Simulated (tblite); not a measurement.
Species: C5H10NOPS.
Cartesian coordinates in Å at the GFN2-xTB level; atoms count from 1:
```xyz
19
C5H10NOPS angstrom
C      2.9851   -0.5308   -0.2123
S      1.9877    0.3780    0.9989
C      0.4545   -0.6036    0.9490
P     -0.5033   -0.1623   -0.5638
C     -2.1374   -0.9605   -0.3638
O      0.1715   -0.4768   -1.8280
C     -0.8067    1.6557   -0.3730
C     -1.5825    1.9340    0.7942
N     -2.2105    2.1183    1.7320
H      3.9036    0.0333   -0.3374
H      3.2037   -1.5219    0.1761
H      2.4447   -0.5892   -1.1507
H     -0.1092   -0.3567    1.8472
H      0.7095   -1.6644    0.9447
H     -2.6471   -0.6188    0.5322
H     -2.7337   -0.7278   -1.2447
H     -1.9890   -2.0385   -0.3228
H      0.1710    2.1452   -0.3086
H     -1.3217    1.9960   -1.2764
```

All values are computed: GFN2-xTB (tblite) harmonic vibrations without scaling, gas phase. Against measured fundamentals such values can be off by several per cent, at times by over 20. One conformer, not necessarily the lowest.

Harmonic wavenumbers (cm⁻¹): 36.2, 51.6, 106.0, 121.9, 130.8, 152.6, 163.7, 184.0, 224.0, 246.3, 280.9, 318.6, 362.9, 379.0, 464.3, 641.8, 688.4, 712.2, 730.8, 751.7, 762.9, 789.2, 849.3, 859.9, 948.3, 955.6, 998.0, 1033.5, 1048.4, 1135.8, 1160.0, 1266.1, 1314.5, 1317.7, 1360.2, 1374.1, 1417.6, 1430.6, 1439.4, 1444.0, 2403.6, 2927.2, 2941.4, 2954.8, 2998.9, 3005.8, 3006.5, 3021.8, 3038.8, 3055.8, 3065.2.

A = 1613, B = 898.0, C = 697.4 MHz; mass 163.022 u (most abundant isotopes); point group C1, symmetry number 1.

Problem. Zero-point energy?

Solution. ½Σν̃ = 31036 cm⁻¹ = 371.28 kJ/mol.

Problem. Give the ideal-gas entropy at 273.15 K and 1 bar in the rigid-rotor, harmonic-oscillator model (classical rotation).

Solution. Translation 170.56, rotation 125.03, vibration 152.26: S = 447.9 J/(mol K).

Problem. And Cp and H(273.15 K) − H(0)?

Solution. Cp = 176.79 J/(mol K), of which vibrations give 143.53 (their classical limit is 51 R = 424.0); H(273.15 K) − H(0) = 30.53 kJ/mol without the zero-point energy, 21.45 from vibrations.

Problem. Which modes carry the vibrational entropy at 273.15 K?

Solution. 36.2 cm⁻¹: 22.11; 51.6 cm⁻¹: 19.17; 106.0 cm⁻¹: 13.27; 121.9 cm⁻¹: 12.14; 130.8 cm⁻¹: 11.57; 152.6 cm⁻¹: 10.35 J/(mol K); the other 45 give 63.65 together.

Problem. Blend soft modes into free rotors: weight 1/[1 + (100 cm⁻¹/ν̃)⁴] for the oscillator and the rest for a rotor with moment μB/(μ + B), μ = h/(8π²ν), B = 10⁻⁴⁴ kg m². What vibrational entropy results?

Solution. 140.01 J/(mol K) in place of 152.26, which changes −T·S at 273.15 K by +3.35 kJ/mol.

Problem. How do the functions run with temperature in this model?

Solution. 
```json
{"T (K)": "100", "S (J/(mol K))": "314.2", "Cp (J/(mol K))": "98.9", "H − H(0) (kJ/mol)": "6.41", "G − H(0) (kJ/mol)": "-25.01", "ln q(vib)": "2.55"}
{"T (K)": "200", "S (J/(mol K))": "397.9", "Cp (J/(mol K))": "145.5", "H − H(0) (kJ/mol)": "18.74", "G − H(0) (kJ/mol)": "-60.83", "ln q(vib)": "6.28"}
{"T (K)": "300", "S (J/(mol K))": "464.9", "Cp (J/(mol K))": "188.0", "H − H(0) (kJ/mol)": "35.43", "G − H(0) (kJ/mol)": "-104.05", "ln q(vib)": "9.79"}
{"T (K)": "500", "S (J/(mol K))": "578.5", "Cp (J/(mol K))": "258.2", "H − H(0) (kJ/mol)": "80.49", "G − H(0) (kJ/mol)": "-208.76", "ln q(vib)": "16.25"}
{"T (K)": "800", "S (J/(mol K))": "715.3", "Cp (J/(mol K))": "323.3", "H − H(0) (kJ/mol)": "168.59", "G − H(0) (kJ/mol)": "-403.67", "ln q(vib)": "24.84"}
{"T (K)": "1000", "S (J/(mol K))": "790.7", "Cp (J/(mol K))": "352.1", "H − H(0) (kJ/mol)": "236.28", "G − H(0) (kJ/mol)": "-554.45", "ln q(vib)": "29.94"}
```

q(vib) and H(0) count from the zero-point level.

Hindered rotation and anharmonicity are outside this model. Other conformers, if any are populated, would add a mixing term that is left out. The structure is chiral; the term R ln 2 for an equal mix with its mirror image is left out.
